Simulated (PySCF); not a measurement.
AlF2Br, SMILES [Br][Al]([F])[F]. Atoms are numbered in the order given.

```xyz
4

Al     0.0000     0.0000    -0.9493
F      0.0000    -1.4181    -1.7932
F      0.0000     1.4181    -1.7932
Br     0.0000     0.0000     1.2748
```

Geometry optimised at B3LYP-D3(BJ)/def2-SVP.

Method: PBE0/pcSseg-2 run with PySCF.

GIAO shieldings, no solvent; atoms alike by connectivity are averaged. δ = σ(ref) − σ: ¹⁹F against CFCl3 (σ = 165.8 ppm), references at their B3LYP-D3(BJ)/def2-TZVP geometries, non-relativistic (without spin–orbit terms, shifts of atoms bonded to Cl or Br come out too high).

Q: Estimate the chemical shifts. (An estimate is asked for; the answer gives what the named calculation found.)

A: 
```
nucleus   atoms  count  δ (ppm)
-------  ------  -----  -------
¹⁹F      F2, F3      2   -183.2
```
